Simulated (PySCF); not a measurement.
## Identify the compound

Molecular formula: C₅H₁₄N₂Si₂. Simulated spectra:

1H NMR (500 MHz, computed): δ 8.64 (t, 1H), 5.75 (m, 1H), 5.51 (m, 1H), 5.47 (m, 1H), 5.46 (s, 2H), 4.52 (s, 3H), 3.13 (m, 2H), 2.80 (s, 3H).

13C{1H} NMR (computed): δ 181.5, 140.0, 125.4, 51.6, 33.7.

PySCF calculation with GFN2-xTB structure and σ from GIAO-PBE0/pcSseg-1; rapidly exchanging positions averaged, no solvent model, relativity neglected, a single conformation.

δ = σ(ref) − σ, references computed at the same level: 1H and 13C against TMS.

Q: Which candidate is it?
A. C=CC/C=N\[SiH2]N(C)[SiH3]
B. C/C=C/[Si@H]1CCN[SiH2]N1
C. C/C=C\[Si@@H]1CNC[SiH2]N1

A: A. 

1. Rings plus π bonds: 2 (no ring in the answer).
2. 5 carbon signals for 5 carbons: no two carbons are equivalent.
3. Carbon types of the structure: 2 × CH, 2 × CH2, 1 × CH3, leaving 5 H on heteroatoms.
4. δC 181.5: C=N carbon.
5. δC 140.0: alkene CH; the olefinic region.
6. δC 125.4: terminal =CH2 carbon; the olefinic region.
7. δH 8.64: hydrogen on a C=N carbon.
8. δH 5.75: hydrogen on an alkene CH; olefinic region.

The others: C/C=C\[Si@@H]1CNC[SiH2]N1 would give 10 signals for carbon-bound and other non-exchanging H, not 8; C/C=C/[Si@H]1CCN[SiH2]N1 would give 10 signals for carbon-bound and other non-exchanging H, not 8.

Shifts are as computed. Against solution values, carbons near 30 ppm lie about +3 ppm off and those near 130 ppm about +5 ppm. Of 1309 compounds with measured shifts, 239 miss one by over three times the rms of a fit or turn the order of signals round; such compounds aren't used in these exercises. Multiplicities follow the n + 1 count of equivalent neighbours, as no J values were calculated; m marks all less simple cases, F and P coupling included.
